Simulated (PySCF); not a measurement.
Method: PBE-D3(BJ)/def2-TZVP // PBE0-D3(BJ)/def2-TZVP run with PySCF. Isolated molecules, 0 K electronic values unless said otherwise. One relaxed conformer stands for a flexible species; it need not be the lowest. Excitations are Tamm–Dancoff values on a coarser integration grid. The basis has no diffuse functions, so Rydberg states are missing or too high.

Reference species (SMILES): `C1CC1S` (H–S–C–C torsion 37°) (neutral, multiplicity 1).

```yaml
LUMO: -0.49 eV
HOMO: -5.27 eV
S1 excitation (TDA): 4.95 eV
```

Changed species: `C=C(C)S` (C–C–S–H torsion 0°).

Task: What does the change do to the LUMO, HOMO and S1 excitation (TDA)?

Result: the LUMO drops by 0.29 eV, to -0.78 eV; the HOMO decreases by 0.07 eV, to -5.34 eV; the S1 excitation (TDA) decreases by 0.06 eV, to 4.89 eV.
